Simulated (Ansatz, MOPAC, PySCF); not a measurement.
C₄H₉BiO₂, SMILES `C=CC[CH2][Bi]([OH])[OH]`, neutral singlet in the gas phase. In the def2 sets core potentials replace the inner electrons of Bi.

Cartesian coordinates (Å):
SMILES: C=CC[CH2][Bi]([OH])[OH]
```xyz
16

C     -2.7014     0.3692     0.5832
C     -1.9106    -0.4733    -0.0828
C     -0.6322    -0.0926    -0.7645
C      0.5816    -0.8071    -0.1769
Bi     2.5317     0.0188    -1.0418
O      3.6578    -0.4935     0.6480
O      1.9968     1.9919    -0.5541
H     -3.6169     0.0296     1.0746
H     -2.4631     1.4358     0.6556
H     -2.1834    -1.5360    -0.1308
H     -0.7124    -0.3310    -1.8417
H     -0.4841     0.9983    -0.7004
H      0.6437    -0.6453     0.9131
H      0.5524    -1.8964    -0.3463
H      3.0885    -0.6135     1.4180
H      1.6518     2.0452     0.3466
```
Charge 0, multiplicity 1.

All levels are single points at this geometry (PBE0-D3(BJ)/def2-SVP); Pople sets use spherical d functions. Orbital energies aren't observables, and empty levels follow the basis.

PBE/6-31G* (LANL2DZ on Bi) in PySCF gives HOMO (eV) = -5.74.

Q: Estimate the HOMO (eV) from each of these levels: B3LYP-D3(BJ)/def2-TZVP in Ansatz (an electronic-structure program); CAM-B3LYP-D3(BJ)/def2-TZVP in Ansatz; PBE-D3(BJ)/def2-TZVP in Ansatz; B3LYP/6-31G* (LANL2DZ on Bi) in PySCF; HF/6-31G* (LANL2DZ on Bi) in PySCF; AM1 in MOPAC; PM3 in MOPAC; PM6 in MOPAC; PM7 in MOPAC.

A: 
```tsv
level	HOMO (eV)
B3LYP-D3(BJ)/def2-TZVP in Ansatz	-6.96
CAM-B3LYP-D3(BJ)/def2-TZVP in Ansatz	-8.42
PBE-D3(BJ)/def2-TZVP in Ansatz	-6.03
B3LYP/6-31G* (LANL2DZ on Bi) in PySCF	-6.71
HF/6-31G* (LANL2DZ on Bi) in PySCF	-9.45
AM1 in MOPAC	-9.62
PM3 in MOPAC	-9.50
PM6 in MOPAC	-9.83
PM7 in MOPAC	-9.47
```
